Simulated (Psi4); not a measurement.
CH3S, doublet, geometry from GFN2-xTB, atoms displaced at random by about 0.03 Å a coordinate; Psi4 1.11 with R2SCAN/def2-SVP, gradient.

Input for Psi4:
```
memory 2 GB

molecule {
0 2
C    -0.01075350    1.11473573   -0.02456626
S     0.02206727   -0.65217465   -0.07196426
H     1.08510324    1.45795513    0.05724801
H    -0.52417287    1.45057630    0.87440843
H    -0.44420554    1.44747197   -0.81922384
symmetry c1
no_reorient
no_com
}

set {
  basis def2-svp
  reference uks
}

gradient('r2scan')
print_variables()
```

Problem. What does Psi4 print? Leave out banner, timings and long lists.

Solution. 
```
gradient() will perform analytic gradient computation.

   => Loading Basis Set <=

    Name: DEF2-SVP
    Role: ORBITAL
    Keyword: BASIS

         ---------------------------------------------------------
                                   SCF
               by Justin Turney, Rob Parrish, Andy Simmonett
                          and Daniel G. A. Smith
                              UKS Reference
         ---------------------------------------------------------

  ==> Geometry <==

    Molecular point group: c1
    Full point group: C1

    Geometry (in Angstrom), charge = 0, multiplicity = 2:

       Center              X                  Y                   Z               Mass
    ------------   -----------------  -----------------  -----------------  -----------------
         C           -0.010753500000     1.114735730000    -0.024566260000    12.000000000000
         S            0.022067270000    -0.652174650000    -0.071964260000    31.972071174400
         H            1.085103240000     1.457955130000     0.057248010000     1.007825032230
         H           -0.524172870000     1.450576300000     0.874408430000     1.007825032230
         H           -0.444205540000     1.447471970000    -0.819223840000     1.007825032230

  Running in c1 symmetry.

  Rotational constants: A =      5.19792  B =      0.46206  C =      0.45999 [cm^-1]
  Rotational constants: A = 155829.64128  B =  13852.16144  C =  13790.19940 [MHz]
  Nuclear repulsion =   49.478548615451054

  Charge       = 0
  Multiplicity = 2
  Electrons    = 25
  Nalpha       = 13
  Nbeta        = 12

  ==> Algorithm <==

  SCF Algorithm Type is DF.
  DIIS enabled.
  MOM disabled.
  Fractional occupation disabled.
  Guess Type is SAD.
  Energy threshold   = 1.00e-08
  Density threshold  = 1.00e-08
  Integral threshold = 1.00e-12

  ==> Primary Basis <==

  Basis Set: DEF2-SVP
    Blend: DEF2-SVP
    Number of shells: 23
    Number of basis functions: 47
    Number of Cartesian functions: 49
    Spherical Harmonics?: true
    Max angular momentum: 2

  ==> DFT Potential <==

   => LibXC <=

    Version 7.1.2
    S. Lehtola, C. Steigemann, M. J. T. Oliveira, and M. A. L. Marques,  SoftwareX 7, 1–5 (2018) (10.1016/j.softx.2017.11.002)

   => Composite Functional: R2SCAN <=

    r2SCAN Meta-GGA XC Functional  (0.1021/acs.jpclett.0c02405)
    J. W. Furness, A. D. Kaplan, J. Ning, J. P. Perdew, J. Sun  J. Phys. Chem. Lett.  11, 8208–8215, 2020

    Deriv               =              1
[...]
  @DF-UKS Final Energy:  -437.82919425462615
    Total Energy =                       -437.8291942546261453
[...]
    Schwarz Cutoff:          1E-12
    Fitting Condition:       1E-10

   => Auxiliary Basis Set <=

  Basis Set: (DEF2-SVP AUX)
    Blend: DEF2-UNIVERSAL-JKFIT
    Number of shells: 81
    Number of basis functions: 257
    Number of Cartesian functions: 304
    Spherical Harmonics?: true
    Max angular momentum: 4

  ==> DFT Potential <==

   => LibXC <=

    Version 7.1.2
    S. Lehtola, C. Steigemann, M. J. T. Oliveira, and M. A. L. Marques,  SoftwareX 7, 1–5 (2018) (10.1016/j.softx.2017.11.002)

   => Composite Functional: R2SCAN <=

    r2SCAN Meta-GGA XC Functional  (0.1021/acs.jpclett.0c02405)
    J. W. Furness, A. D. Kaplan, J. Ning, J. P. Perdew, J. Sun  J. Phys. Chem. Lett.  11, 8208–8215, 2020

    Deriv               =              1
    GGA                 =           TRUE
    Meta                =           TRUE

    Exchange Hybrid     =          FALSE
    MP2 Hybrid          =          FALSE

   => Exchange Functionals <=

    1.0000   XC_MGGA_X_R2SCAN

   => Correlation Functionals <=

    1.0000   XC_MGGA_C_R2SCAN

   => LibXC Density Thresholds  <==

    XC_MGGA_C_R2SCAN:  1.00E-15
    XC_MGGA_X_R2SCAN:  1.00E-11

   => Molecular Quadrature <=

    Radial Scheme          =       TREUTLER
    Pruning Scheme         =           NONE
    Nuclear Scheme         =       TREUTLER

    Blocking Scheme        =         OCTREE
    BS radius alpha        =              1
    Pruning alpha          =              1
    Radial Points          =             75
    Spherical Points       =            302
    Total Points           =         107413
    Total Blocks           =            873
    Max Points             =            256
    Max Functions          =             47
    Weights Tolerance      =       1.00E-15

  -Total Gradient:
     Atom            X                  Y                   Z
    ------   -----------------  -----------------  -----------------
       1       -0.080407871806     0.036657049554    -0.101131399690
       2       -0.001708848007     0.016509415370    -0.001574978399
       3        0.026221399002     0.004319928276     0.003089969743
       4        0.001788904241    -0.004936713657    -0.008352975336
       5        0.054151593875    -0.052655562720     0.108007413433

  Variable Map:
  ----------------------------------------------------------------------------
[...]
  Array Variable Map:
  ----------------------------------------------------------------------------
[...]
[...]
```
